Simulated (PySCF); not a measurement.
Al(Me)(OH)(SeH) (CH5AlOSe), SMILES [CH3][Al]([OH])[SeH]. Atoms are numbered in the order given.

```xyz
9

Al    -0.8122     0.4977     0.2217
C     -2.5414    -0.3637     0.0661
H     -2.4723    -1.3935    -0.3158
H     -3.1963     0.2096    -0.6103
H     -3.0422    -0.3968     1.0476
O     -0.7474     2.1157     0.7480
H      0.0213     2.6716     0.8761
Se     1.1314    -0.6698    -0.3021
H      2.0072     0.4702     0.0112
```
Charge 0, spin multiplicity 1.

Geometry optimised at PBE0-D3(BJ)/def2-SVP. The structure was generated by enumeration; whether it is a known compound was not checked. Other conformers were not sampled.

The numbers are results of M06-2X/def2-TZVP run with PySCF, not measurements.

The molecule is in vacuum.

```json
{
  "total_energy": "-2760.44880 hartree",
  "highest_occupied_level": "-8.30 eV",
  "lowest_empty_level": "0.37 eV",
  "orbital_gap": "8.67 eV",
  "dipole_moment": "0.78 D",
  "quadrupole, principal values (traceless, Buckingham form, about the centre of nuclear charge)": "-9.26, 0.60, 8.67 D·Å",
  "mean_static_polarisability": "66.6 bohr³ (9.86 Å³)",
  "polarisability_principal_values": "53.6, 64.2, 81.8 bohr³"
}
```
